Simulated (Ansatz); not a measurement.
# Abstraction of H: C2H2Cl2Si + CHBr2 → C2HCl2Si + CH2Br2

Species: C2H2Cl2Si `C#C[SiH](Cl)Cl`, singlet; CHBr2 `Br[CH]Br`, doublet; C2HCl2Si `C#C[Si](Cl)Cl`, doublet; CH2Br2 (dibromomethane) `BrCBr`, singlet. A radical takes H: the energy is the difference in strength between the Si–H bond broken and the C–H bond made.

Shapes, held fixed at every level: PBE0-D4/def2-TZVP. Programs: Ansatz 0.2.0. The zero-point and thermal change to 298 K, harmonic and unscaled (PBE0-D4/def2-TZVP), is +11.3 kJ/mol.

| level | kind | ΔH(298 K) (kJ/mol) | less CCSD(T)/def2-TZVPP |
| --- | --- | --- | --- |
| SPW92/def2-TZVPP | LDA | -30.7 | -14.0 |
| PBE-D4/def2-TZVPP | GGA | -28.6 | -11.9 |
| r2SCAN-D4/def2-TZVPP | meta-GGA | -19.0 | -2.3 |
| B3LYP-D4/def2-TZVPP | global hybrid | -20.4 | -3.7 |
| wB97X-V/def2-TZVPP | range-separated hybrid | -12.6 | +4.1 |
| CCSD/def2-TZVPP | coupled cluster or CI | -14.3 | +2.4 |
| CCSD(T)/def2-TZVPP | coupled cluster or CI | -16.7 | 0.0 |

The highest level, CCSD(T)/def2-TZVPP, gives ΔH(298 K) = -16.7 kJ/mol; the levels span -30.7 to -12.6. The column of differences is taken from that level and isn't an error. No measured value is set beside it here. Spin contamination: C2HCl2Si (⟨S²⟩ up to 0.80). Open shells run unrestricted. Relativity is left out for Br. Outer-core shells of Br are correlated, in sets that cover them unevenly.
